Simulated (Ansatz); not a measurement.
Ti2S3. Charge 0, multiplicity 1. Geometry PBE-D4/def2-SVP, basis def2-TZVP, Ansatz.

```tsv
atom	x (Å)	y (Å)	z (Å)
Ti1	0.4547	0.0873	1.1291
Ti2	-0.5665	0.8454	-0.6736
S3	-1.7795	0.5585	1.2426
S4	1.7071	0.0034	-0.9653
S5	0.1842	-1.4945	-0.7328
```

| run | HOMO (eV) | LUMO (eV) |
| --- | --- | --- |
| A | -3.67 | -3.01 |
| B | -4.64 | -2.09 |
| C | -3.76 | -3.11 |
| D | -5.84 | -1.10 |
| E | -3.84 | -2.93 |
| F | -4.54 | -2.37 |

B3LYP takes the VWN-RPA correlation. Another isomer (singlet) lies 2.50 eV lower at PBE0-D4/def2-TZVP; other spin states weren't run for this one.

**Question.** The runs used B3LYP, BLYP, CAM-B3LYP, PBE, PBE0, r2SCAN. Estimate which is which.

**Answer.** A BLYP (0 % exact exchange); B PBE0 (25 % exact exchange); C PBE (0 % exact exchange); D CAM-B3LYP (range-separated); E r2SCAN (0 % exact exchange); F B3LYP (20 % exact exchange). Exact exchange lowers occupied and raises empty levels; among semilocal functionals meta-GGAs tend to open the gap a little, and such runs are hard to tell apart. The gap grows from 0.65 eV (PBE) to 4.74 eV (CAM-B3LYP).
